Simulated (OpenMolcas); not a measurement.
In: effect of the level shift or regulariser

```
Program             : OpenMolcas
Basis               : ANO-R1 [6s5p3d1f]
Scalar Hamiltonian  : X2C, finite nucleus
Active space        : 3 electrons in 4 orbitals (5s 5p)
State averaging     : 2S+1 = 4 odd, 1 root (0 in the spin-orbit step); 2S+1 = 2 odd, 3 roots; 2S+1 = 4 even, 3 roots; 2S+1 = 2 even, 5 roots
Spin-orbit coupling : RASSI with atomic mean-field integrals over the reference wave functions, term energies averaged over their components
```

Methods on the same reference wave functions:
A. CASSCF
B. SS-CASPT2, IPEA 0.25 Eh, imaginary shift 0.1 Eh (closed shells correlated: 4d)
C. SS-CASPT2, IPEA 0.25 Eh, sigma2 regulariser 0.3 Eh (closed shells correlated: 4d)

Energies in cm-1 above 5s2 5p 2P* 1/2, the measured ground level; measured values from NIST Handbook of Basic Atomic Spectroscopic Data.

| Level | A | B | C | Measured |
| --- | --- | --- | --- | --- |
| 5s2 5p 2P* 1/2 | 0.0 | 0.0 | 0.0 | 0.0 |
| 5s2 5p 2P* 3/2 | 2049 | 2049 | 2049 | 2213 |
| 5s 5p2 4P 1/2 | 27020 | 32823 | 32823 | 34978 |
| 5s 5p2 4P 3/2 | 27776 | 33577 | 33577 | 36021 |
| 5s 5p2 4P 5/2 | 29004 | 34795 | 34795 | 37452 |

Deviations, from unrounded energies. A percentage is the sum of absolute deviations over the sum of measured energies, with the sign that they share, or ± where signs differ.

```tsv
Against measurement	Levels	A	B	C
mean absolute deviation (cm-1)	4	6200	1900	1900
fine structure of the ground term (%)	1	-7.4	-7.4	-7.4
other configurations (%)	3	-22.7	-6.7	-6.7
```

B, C lie about equally close to measurement and A furthest from it. The largest miss of C in the table is 5s 5p2 4P 5/2, by -2700 cm-1. The ranking rests on the paired levels alone, and a cruder setting can come out closer through cancelling errors.

Between B and C no level of the table moves by more than 5 cm-1.

The lowest spin-free term lies below A's lowest term by 0.362 hartree in B, 0.362 hartree in C.

Some high roots are left out of the spin-orbit mixing, which shifts the levels that they would mix with. Terms of s pⁿ other than that of highest spin mix with s² pⁿ⁻² d, which this space lacks; all of them can be thousands of cm-1 off, and some have no real level of that name. Without dynamic correlation excited terms often stand tens of per cent too high (terms of higher spin than the ground term too low), and those without a measured partner can miss by more than the paired ones (holds for A). Computed and measured levels are paired by configuration, term and J; levels that our copy of the source lacks, or whose pairing is in doubt (as where it misses far off the trend of its configuration), stay unpaired and out of the deviations. Levels of configurations outside the active space are missing. Levels that lie high or do not pair safely by name in every column are left out.

* marks odd parity.
